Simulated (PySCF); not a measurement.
Computed IR spectrum (relative IR intensity) of a molecule CH₆O₂Si₂. The structure is a stationary point at PBE0-D3(BJ)/def2-SVP. One conformer was computed; it need not be the lowest. All values below come from PBE0-D3(BJ)/def2-SVP in PySCF. Frequencies are harmonic and unscaled.

Lines under 2 % of the strongest are left out, and lines within 2 cm⁻¹ are merged.

ν (cm⁻¹): 151 (vw), 250 (w), 347 (m), 401 (m), 450 (w), 540 (vw), 646 (w), 707 (m), 731 (m), 797 (m), 816 (s), 830 (w), 900 (vs), 922 (m), 943 (m), 1048 (m), 1254 (vw), 2213 (m), 2227 (m), 2270 (s), 3055 (w), 3113 (w), 3927 (m) (against the strongest line: vs over 80 %, s over 45 %, m over 15 %, w over 4 %, vw less)

Problem. Pick the molecule that these values belong to.
A) C1O[SiH2]O[SiH2]1
B) O[Si@H]1OC[SiH2]1
C) O=C([SiH3])[SiH2]O
D) C1O[SiH2][SiH2]O1

Solution. B, O[Si@H]1OC[SiH2]1
